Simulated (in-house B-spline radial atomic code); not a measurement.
Whole-atom quantities along the 35-electron series, configuration 1s2 2s2 2p6 3s2 3p6 3d10 4s2 4p1/2(2) 4p3/2(3). Breit and QED terms are first order and not part of the total energy; the density at the nucleus is averaged over the nuclear charge. Computed with a B-spline radial code for spherical atoms: Dirac-Hartree-Fock, jj configuration that fills j = l - 1/2 first, finite nuclei.

```csv
ion,Z,E/Z² (Eh),Σ<r²> (bohr²),n(0)/Z³ (bohr⁻³),Lamb diamagnetic shielding (ppm),repulsion over attraction,Breit energy (eV),self-energy (eV),vacuum polarisation (eV)
Dy31+,66,-2.6763,2.9298,2.4068,7302.6,0.097945,304.57,247.97,-39.871
Ho32+,67,-2.6896,2.8036,2.4982,7451.28,0.0965,320.51,262.23,-42.771
Er33+,68,-2.7027,2.6851,2.5846,7601.37,0.095086,337.03,277.14,-45.848
Tm34+,69,-2.7158,2.5738,2.6866,7753.04,0.093701,354.16,292.73,-49.126
Yb35+,70,-2.7288,2.469,2.7761,7906.21,0.092346,371.9,309.02,-52.596
Lu36+,71,-2.7417,2.3703,2.8739,8061.03,0.091018,390.27,326.05,-56.285
Hf37+,72,-2.7545,2.2771,2.9911,8217.62,0.089716,409.29,343.85,-60.218
Ta38+,73,-2.7672,2.1891,3.1099,8375.95,0.08844,428.97,362.44,-64.392
W39+,74,-2.7799,2.1059,3.2326,8536.11,0.087189,449.33,381.86,-68.824
Re40+,75,-2.7926,2.0271,3.3643,8698.19,0.085962,470.39,402.16,-73.535
Os41+,76,-2.8052,1.9524,3.494,8862.19,0.084759,492.16,423.35,-78.528
Ir42+,77,-2.8178,1.8816,3.6434,9028.33,0.083577,514.67,445.47,-83.847
Pt43+,78,-2.8304,1.8143,3.7923,9196.56,0.082417,537.92,468.57,-89.487
Au44+,79,-2.843,1.7503,3.9532,9367.05,0.081277,561.95,492.69,-95.482
Hg45+,80,-2.8555,1.6895,4.1177,9539.81,0.080157,586.76,517.88,-101.84
Tl46+,81,-2.8681,1.6316,4.2965,9715.03,0.079056,612.39,544.18,-108.61
Pb47+,82,-2.8807,1.5764,4.4804,9892.72,0.077974,638.84,571.64,-115.79
Bi48+,83,-2.8933,1.5238,4.6764,10073,0.076909,666.15,600.31,-123.43
```

(1) With what power of Z does the column «Breit energy (eV)» change over this range?

Answers

(1) A fit of the logarithm of its size against log Z from Z = 66 to 83 has slope 3.41.
